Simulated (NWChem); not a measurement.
System: SiH cation, singlet

NWChem input:

```
start job
memory heap 200 mb stack 900 mb global 1100 mb
charge 1
geometry units angstroms noautosym nocenter noautoz
  Si     0.000000     0.000000    -0.108545
  H      0.000000     0.000000     1.409912
end
basis spherical
  Si library def2-svp
  H library def2-svp
end
dft
  xc m05-2x
  iterations 150
end
cosmo
  do_cosmo_smd true
  solvent etoac
end
task dft energy
```

Excerpt of the output:

```
             Northwest Computational Chemistry Package (NWChem) 7.3.0
             --------------------------------------------------------

                             Geometry "geometry" -> ""
                             -------------------------

 Output coordinates in angstroms (scale by  1.889725989 to convert to a.u.)

  No.       Tag          Charge          X              Y              Z
 ---- ---------------- ---------- -------------- -------------- --------------
    1 Si                  14.0000     0.00000000     0.00000000    -0.10854500
    2 H                    1.0000     0.00000000     0.00000000     1.40991200

 Effective nuclear repulsion energy (a.u.)       4.8789537577

                                 NWChem DFT Module
                                 -----------------

 Summary of "ao basis" -> "ao basis" (spherical)
 ------------------------------------------------------------------------------
       Tag                 Description            Shells   Functions and Types
 ---------------- ------------------------------  ------  ---------------------
 Si                         def2-svp                 8       18   4s3p1d
 H                          def2-svp                 3        5   2s1p

 in cosmo_initialize ...
 calling solv_data for solv:etoac

 solvent parameters
 solvname_short: etoac
 solvname_long:  ethyl acetate
 dielec:        5.9867
 dielecinf:     1.8832
 nonaqueous SMD model solvent descriptors
 dielec:        5.9867
 sola:          0.0000
 solb:          0.4500
 solc:          0.0000
 solg:         33.6700
 solh:          0.0000
 soln:          1.3723

          ---------------
          -cosmo- solvent
          ---------------
 Cosmo: York-Karplus, doi: 10.1021/jp992097l
 dielectric constant -eps-     =   5.99
 screen = (eps-1)/(eps    )    =   0.83296
 surface charge correction     = lagrangian

   van der Waals surface
 --------------------------

 ---------- ATOMIC COORDINATES (A.U.) ------------ VDWR(ANG.) --
     1    0.00000000    0.00000000   -0.20512031     2.470
     2    0.00000000    0.00000000    2.66434735     1.200
 number of segments per atom =        128
 number of   points per atom =        128
 atom (   nspa,  nppa )
 ----------------------
    1 (    124,     0 )       0
    2 (     36,     0 )       0
 number of -cosmo- surface points =      160
 molecular surface =     76.817 angstrom**2
 molecular volume  =     60.468 angstrom**3
 -lineq- algorithm             =   0
 -bem- low  level              =   3
 -bem- from -octahedral-
 gaussian surface charge width =   4.50000
 degree of switching           =   1.00000
 switching function tolerance  =   0.00010
 atomic radii =
 --------------
    1 14.000  2.470
    2  1.000  1.200
 ...... end of -cosmo- initialization ......

 nat:                     2
 ixmem:                   309
 calling mnsol_interface()
 G(SMD-CDS) energy (kcal/mol)  =    -0.776
 SMD-CDS SASA (angstrom**2)    =    81.784

            General Information
            -------------------
          SCF calculation type: DFT
          Wavefunction type:  closed shell.
          No. of atoms     :     2
          No. of electrons :    14
           Alpha electrons :     7
            Beta electrons :     7
          Charge           :     1
          Spin multiplicity:     1
          Use of symmetry is: off; symmetry adaption is: off
          Maximum number of iterations: 150
          AO basis - number of functions:    23
                     number of shells:    11
          Convergence on energy requested:  1.00D-06
          Convergence on density requested:  1.00D-05
          Convergence on gradient requested:  5.00D-04

              XC Information
              --------------
                       M05-2X Method XC Functional
                     Hartree-Fock (Exact) Exchange  0.560
                M05-2X metaGGA Exchange Functional  0.440
                      M05-2X Correlation Potential  1.000

             Grid Information
             ----------------
          Grid used for XC integration:  medium
          Radial quadrature: Mura-Knowles
          Angular quadrature: Lebedev.
          Tag              B.-S. Rad. Rad. Pts. Rad. Cut. Ang. Pts.
          ---              ---------- --------- --------- ---------
          Si                  1.10       88           7.0       590
          H                   0.35       45           7.0       434
          Grid pruning is: on
          Number of quadrature shells:   133
          Spatial weights used:  Erf1

      Superposition of Atomic Density Guess
      -------------------------------------

 Sum of atomic energies:        -289.23782335

 Renormalizing density from      15.00 to     14

      Non-variational initial energy
      ------------------------------

 Total energy =    -276.759046
 1-e energy   =    -383.204558
 2-e energy   =     101.566558
 HOMO         =      -0.675616
 LUMO         =      -0.488515

[...]

                                COSMO-SMD solvation results
                                ---------------------------

             internal energy in gas <Psi(g)|H|Psi(g)> =      -289.595574593048
         internal energy in solvent <Psi(s)|H|Psi(s)> =      -289.595469939332
                               delta internal energy  =         0.000104653715 (    0.07 kcal/mol)
   total free energy in solvent <Psi(s)|H+V/2|Psi(s)> =      -289.686747429412
 polarization energy contribution <Psi(s)|V/2|Psi(s)> =        -0.091277490080 (  -57.28 kcal/mol)
    total free energy in solvent including G(SMD-CDS) =      -289.687984269889
                       G(SMD-CDS) energy contribution =        -0.001236840476 (   -0.78 kcal/mol)
     1 M fixed-concentration free energy of solvation =        -0.092409676841 (  -57.99 kcal/mol)

                       DFT Final Molecular Orbital Analysis
                       ------------------------------------

 Vector    5  Occ=2.000000D+00  E=-4.057218D+00
              MO Center= -2.5D-13, -2.5D-13, -1.1D-01, r^2= 1.0D-01
   Bfn.  Coefficient  Atom+Function         Bfn.  Coefficient  Atom+Function
  ----- ------------  ---------------      ----- ------------  ---------------
     7      0.986261  1 Si pz                10      0.043425  1 Si pz

 Vector    6  Occ=2.000000D+00  E=-6.649518D-01
              MO Center=  5.2D-11,  5.3D-11,  4.4D-01, r^2= 1.3D+00
   Bfn.  Coefficient  Atom+Function         Bfn.  Coefficient  Atom+Function
  ----- ------------  ---------------      ----- ------------  ---------------
     3      0.770033  1 Si s                  2      0.428530  1 Si s
    19      0.264884  2 H  s                  4      0.125180  1 Si s
    10      0.117711  1 Si pz                20      0.082180  2 H  s
     1      0.067718  1 Si s                  7     -0.062487  1 Si pz
    13      0.036869  1 Si pz                16      0.025570  1 Si d  0

 Vector    7  Occ=2.000000D+00  E=-4.326325D-01
              MO Center= -5.2D-11, -5.3D-11,  1.2D-02, r^2= 2.1D+00
   Bfn.  Coefficient  Atom+Function         Bfn.  Coefficient  Atom+Function
  ----- ------------  ---------------      ----- ------------  ---------------
     3      0.446763  1 Si s                 10     -0.393063  1 Si pz
    19     -0.329537  2 H  s                 13     -0.277896  1 Si pz
     2      0.233561  1 Si s                  4      0.212012  1 Si s
     7      0.191096  1 Si pz                20     -0.190472  2 H  s
    16     -0.087527  1 Si d  0               1      0.035703  1 Si s

 Vector    8  Occ=0.000000D+00  E=-1.693875D-01
              MO Center=  2.3D-11,  2.4D-11, -8.9D-02, r^2= 2.2D+00
   Bfn.  Coefficient  Atom+Function         Bfn.  Coefficient  Atom+Function
  ----- ------------  ---------------      ----- ------------  ---------------
    11      0.446065  1 Si px                12      0.446781  1 Si py
     8      0.352736  1 Si px                 9      0.353302  1 Si py
     5     -0.172193  1 Si px                 6     -0.172469  1 Si py

 Vector    9  Occ=0.000000D+00  E=-1.693875D-01
              MO Center=  2.9D-14,  3.2D-12, -8.9D-02, r^2= 2.2D+00
   Bfn.  Coefficient  Atom+Function         Bfn.  Coefficient  Atom+Function
  ----- ------------  ---------------      ----- ------------  ---------------
    11      0.446781  1 Si px                12     -0.446065  1 Si py
     8      0.353302  1 Si px                 9     -0.352736  1 Si py
     5     -0.172469  1 Si px                 6      0.172193  1 Si py

 Vector   10  Occ=0.000000D+00  E= 2.974933D-02
              MO Center=  3.5D-12,  3.0D-12,  2.1D-01, r^2= 3.4D+00
   Bfn.  Coefficient  Atom+Function         Bfn.  Coefficient  Atom+Function
  ----- ------------  ---------------      ----- ------------  ---------------
    20      1.413157  2 H  s                 13     -1.175085  1 Si pz
     4     -0.607190  1 Si s                  3     -0.441764  1 Si s
    19      0.276662  2 H  s                 10     -0.268842  1 Si pz
    16      0.202618  1 Si d  0               2     -0.167357  1 Si s
     7      0.133840  1 Si pz

     Multipole analysis of the density
     ---------------------------------

     L   x y z        total         alpha         beta         nuclear
     -   - - -        -----         -----         ----         -------
     0   0 0 0      1.000000     -7.000000     -7.000000     15.000000

     1   1 0 0     -0.000000     -0.000000     -0.000000      0.000000
     1   0 1 0     -0.000000     -0.000000     -0.000000      0.000000
     1   0 0 1      0.149583      0.178460      0.178460     -0.207337

     2   2 0 0     -6.325920     -3.162960     -3.162960      0.000000
     2   1 1 0     -0.000000     -0.000000     -0.000000      0.000000
     2   1 0 1     -0.000000     -0.000000     -0.000000      0.000000
     2   0 2 0     -6.325920     -3.162960     -3.162960      0.000000
     2   0 1 1     -0.000000     -0.000000     -0.000000      0.000000
     2   0 0 2     -8.866782     -8.277285     -8.277285      7.687788
```

Level: M05-2X/def2-SVP, SMD on the gas-phase geometry. Low-valent species are run as closed-shell singlets; no triplet was tried in these runs. Geometry: optimised at PBE0-D3(BJ)/def2-TZVP. Solvent: ethyl acetate.
